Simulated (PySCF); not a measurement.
Electronic absorption of SiMe2(NHiPr)2

Species: SiMe2(NHiPr)2, C8H22N2Si.
SMILES: `CC(C)N[Si](C)(C)NC(C)C`

The calculation used PySCF, TDDFT PBE0/def2-SVPD, vertical, gas phase, core orbitals frozen in the response. Isolated species at its PBE0-D3(BJ)/def2-SVP geometry (one conformer only).

Task: Predict the UV-vis stick spectrum at this level.

Result: 

| state | E (eV) | ν̃ (cm⁻¹) | f | main configurations (H = HOMO, L = LUMO) |
| --- | --- | --- | --- | --- |
| S1 | 5.68 | 45800 | 0.025 | H→L (87%) |
| S2 | 5.78 | 46580 | 0.025 | H-1→L (83%), H-1→L+1 (12%) |
| S3 | 6.26 | 50470 | 0.010 | H→L+1 (58%), H→L+2 (27%), H→L (10%) |
| S4 | 6.38 | 51420 | 0.0027 | H-1→L+1 (74%), H-1→L (14%) |
| S5 | 6.47 | 52160 | 0.0032 | H→L+2 (62%), H→L+1 (25%), H→L+3 (9%) |
| S6 | 6.61 | 53330 | 0.0033 | H-1→L+2 (92%) |
| S7 | 6.70 | 54040 | 0.0019 | H→L+3 (85%) |
| S8 | 6.77 | 54640 | 0.0071 | H-1→L+3 (89%) |
| S9 | 7.06 | 56900 | 0.045 | H→L+4 (92%) |
| S10 | 7.26 | 58520 | 0.016 | H-1→L+4 (80%) |

Triplets, Tamm–Dancoff:

```csv
state,E (eV),λ (nm),"main configurations (H = HOMO, L = LUMO)"
T1,5.54,223.8,"H→L (81%), H→L+1 (10%)"
T2,5.62,220.5,"H-1→L (73%), H-1→L+1 (19%)"
T3,6.19,200.2,"H→L+1 (44%), H→L+2 (32%), H→L (14%)"
T4,6.27,197.8,"H-1→L+1 (58%), H-1→L (21%)"
```

The lowest singlet lies at 5.68 eV (218 nm, ultraviolet) and is weak; its leading configuration is HOMO→LUMO (87%). The strongest level in the table is S9 at 7.06 eV (176 nm, f = 0.045). Löwdin shares by element: HOMO nitrogen 54% or more, carbon 15% or more, silicon 7% (atoms not listed hold the other 24%); LUMO carbon 19% or more, silicon 9% (atoms not listed hold the other 71%). Orbital energies (eV): HOMO-3 -8.88, HOMO-2 -8.47, HOMO-1 -6.44, HOMO -6.33, LUMO 0.42, LUMO+1 0.95, LUMO+2 1.05. Of the 10 states listed, 5 reach f = 0.01 and none stays under 0.0005. The listed states span 1.58 eV, and the widest gap between neighbours is 0.48 eV (S2 to S3). Singlets were solved by full linear response, triplets in the Tamm–Dancoff approximation.

Without π bonds the low states may be Rydberg-like; a valence basis with one diffuse set may place them up to an eV too high.
